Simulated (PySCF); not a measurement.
## Does the structure fit the spectrum?

A compound C₅H₁₃ClOSi₂ gives the data below (simulated from a calculation) and was assigned the structure `CC/C(=C\[SiH2]OC)[SiH2]Cl`.

$^{13}$C{$^{1}$H} NMR (computed): δ 157.2 (C), 135.1 (CH2), 20.5 (CH), 20.0 (CH3, 2C).

$^{1}$H NMR (300 MHz, computed): δ 6.35 (br s, 1H), 6.00 (br s, 1H), 5.20 (s, 2H), 5.18 (d, 2H), 1.21 (d, 6H), 0.67 (m, 1H).

- shielding tensors at PBE0/pcSseg-1 (GIAO)
- coordinates at the GFN2-xTB level
- run in PySCF 2.14
- rapidly exchanging positions averaged, isolated molecule, a single conformation, non-relativistic

Chemical shifts δ = σref − σ; TMS for $^{1}$H (31.72 ppm) and $^{13}$C (186.93 ppm), all at this level.

Problem. Compare with the shifts computed for the proposed structure, pairing carbons in order of shift.

Solution. Numbering as in the mapped SMILES `[CH3:1][CH2:2]/[C:3](=[CH:4]\[SiH2:5][O:6][CH3:7])[SiH2:8][Cl:9]`. Each H is labelled by its parent atom.

| atom | computed for proposal | given list | difference |
| --- | --- | --- | --- |
| C3 | 176.7 | 157.2 | +19.5 |
| C4 | 146.1 | 135.1 | +11.0 |
| C7 | 53.4 | 20.5 | +32.9 |
| C2 | 35.5 | 20.0 | +15.5 |
| C1 | 18.2 | 20.0 | -1.8 |

The rms difference is 19.1 ppm and the largest +32.9 ppm at C7 (methyl carbon bonded to O). The proposal also would give 5 carbon signals, not 4. The carbon types in order of shift don't match either: C, CH, CH3, CH2, CH3 for the proposal against C, CH2, CH, CH3, CH3 in the data. The proposal doesn't fit.

Problem. Which isomer fits?

Solution. `[SiH2](C(=C)Cl)O[SiH2]C(C)C`.

Carbon types of the structure: 1 × C, 1 × CH, 1 × CH2, 2 × CH3, leaving 4 H on heteroatoms. δC 157.2: fully substituted alkene carbon; an sp2 carbon of a C=C bond. δC 135.1: terminal =CH2 carbon; the olefinic region. δC 20.0: methyl carbon; a saturated carbon with 1 carbon neighbour and no heteroatom attached. δH 6.35, 6.00: hydrogen on a terminal =CH2 carbon; olefinic region.

The shifts were computed for this structure.

Carbons that carry Cl, above all several Cl atoms, come out too deshielded, partly because spin–orbit coupling is missing. Shifts are as computed. Against solution values, carbons near 30 ppm lie about +3 ppm off and those near 130 ppm about +5 ppm; carbons on Cl a further +6 ppm. Of 1309 compounds with measured shifts, 239 miss one by over three times the rms of a fit or turn the order of signals round; such compounds aren't used in these exercises. Multiplicities follow the n + 1 count of equivalent neighbours, as no J values were calculated; m marks all less simple cases, F and P coupling included.
